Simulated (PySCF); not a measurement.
`CS[SiH2]CF`. Level of theory: PBE0-D3(BJ)/def2-SVP geometry optimisation, gas phase in PySCF 2.14.0.

```
atom  x, y, z in Å
C1     2.1146    0.8979    0.1190
S2     0.4816    1.6022    0.5192
Si3   -0.7748   -0.0722    0.0644
C4    -2.5435    0.5070    0.4456
F5    -3.4299   -0.5217    0.2026
H6     2.1832    0.6194   -0.9421
H7     2.8544    1.6826    0.3262
H8     2.3407    0.0257    0.7494
H9    -0.6600   -0.4673   -1.3726
H10   -0.4300   -1.2609    0.9019
H11   -2.8096    1.3756   -0.1824
H12   -2.6292    0.8238    1.5000
```

**Question.** What is the longest distance between nuclei?

**Answer.** F5···H7, 6.66 Å; the next longest distance is 5.84 Å.

**Question.** Where is the centre of mass (commonest isotopes), and what is the radius of gyration?

**Answer.** Mass 110.002 u; centre at (-0.688, 0.536, 0.273) Å; Rg = √(Σ m r²/M) = 2.017 Å. As Ia + Ib + Ic = 2 Σ m r², the three principal moments sum to 895.2 u·Å².

**Question.** Give the dihedral angles H10–Si3–C4–H11, H8–C1–S2–Si3, S2–Si3–C4–H11, C1–S2–Si3–H10, S2–Si3–C4–H12.

**Answer.** H10–Si3–C4–H11 -179° (antiperiplanar); H8–C1–S2–Si3 -61° (synclinal); S2–Si3–C4–H11 60° (synclinal); C1–S2–Si3–H10 60° (synclinal); S2–Si3–C4–H12 -58° (synclinal). Dihedral signs follow IUPAC: positive where, seen along the central bond, the front bond turns clockwise onto the rear one.

**Question.** How far apart are these pairs, which share no bond: Si3···H11, H6···H9, H7···H10, H9···H11?

**Answer.** Si3···H11 2.509 Å (2 bonds apart); H6···H9 3.074 Å (4 bonds apart); H7···H10 4.448 Å (4 bonds apart); H9···H11 3.071 Å (3 bonds apart).

**Question.** What is the repulsion energy of the bare nuclei, Σ ZA·ZB/RAB?

**Answer.** 287.14 Eh over 66 pairs, with full nuclear charges and distances in bohr; the largest single term is 55.33 Eh (S2 with Si3).

**Question.** Write the matrix of distances between heavy atoms (Å, lower triangle).

**Answer.** 
```
C1    0.000
S2    1.823  0.000
Si3   3.048  2.142  0.000
C4    4.686  3.218  1.900  0.000
F5    5.724  4.462  2.696  1.379  0.000
```

The point group is Cs within 0.08 Å; differences among equivalent distances and angles are scatter left by the optimiser. No PBE0-D3(BJ)/def2-SVP frequencies stand behind this structure, so it isn't proved a minimum. One conformer, not necessarily the lowest.

Time: 34 s wall; peak memory 0.45 GiB. Hardware: Arm Neoverse V2, one thread, no GPU (shared host). That covers the optimisation of the geometry.
